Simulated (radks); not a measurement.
Values are calculated unless marked as measured or tabulated.
Ionisation of P, [Ne] 3s2 3p3, to P+, [Ne] 3s2 3p2, under several functionals. Dirac Kohn-Sham, spin-unpolarised, spherical densities, point nucleus; open shells are shared between the two j in proportion to 2j + 1; a radial shooting solver on a logarithmic mesh with Libxc functionals.

functional  E(P) (hartree)  Exc (hartree)  IE (eV)  -e(HOMO) (eV)  <r> HOMO (bohr)  IE error (eV)
SOGGA           -341.21138      -22.28426    9.621          5.386            2.375         -0.866
XLYP            -342.19517      -23.29474    9.606          5.369            2.391         -0.880
AM05            -340.90846      -21.96993    9.676          5.435            2.372         -0.811
revPBE          -341.99929      -23.09794    9.707          5.463            2.375         -0.779

NIST Atomic Spectra Database: 10.487 eV (measured). Closest: revPBE. The Delta-SCF values span 0.10 eV, the total energies 1.29 hartree. The highest occupied level is 3p3/2. Spin polarisation and multiplet splitting are left out, so open shells lie too high by an amount that depends on their filling.

Beside tabulated values, note that spin-unpolarised runs miss the spin-polarisation part of the exchange energy of open shells.
